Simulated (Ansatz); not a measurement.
Reaction (ligand exchange at the Sn–N bond): `C[NH][SnH3]` + `CCS` → `CC[S][SnH3]` + CH₃NH₂

Gas-phase electronic energies from Ansatz, PBE0-D4/def2-TZVP geometries. CBS: MP2 limit from def2 TZ/QZ plus the TZ coupled-cluster correction, frozen cores. Functionals use def2-TZVPP. Elements past krypton have def2 core potentials. For Sn outer-core shells are correlated without core-valence functions, which leaves a few kJ/mol of doubt a bond. One conformer a species, not always the lowest.

(1) Is it downhill or uphill in electronic energy at CCSD(T)/CBS, and by how much? (Best estimate.)

(2) What do these levels give: r2SCAN-D4, ωB97X-V, PBE, HF/def2-TZVPP, CCSD(T)/def2-TZVPP, MP2/def2-QZVPP? (Estimate.)

Largest T1 diagnostic among the species: 0.012.

Answers

(1) The calculation gave: Downhill: ΔE = -69.7 kJ/mol.

(2) Computed: r2SCAN-D4 -71.5, ωB97X-V -66.8, PBE -70.0, HF/def2-TZVPP -67.4, CCSD(T)/def2-TZVPP -65.1, MP2/def2-QZVPP -70.5 kJ/mol.

The D4 term adds −4.2 kJ/mol with B3LYP and −2.5 kJ/mol with PBE0; it sums over pairs of atoms, weighted by their polarisabilities, and B3LYP, whose exchange is more repulsive, gets the larger term.

B3LYP here is the variant with VWN-RPA as its local correlation; programs differ in this.
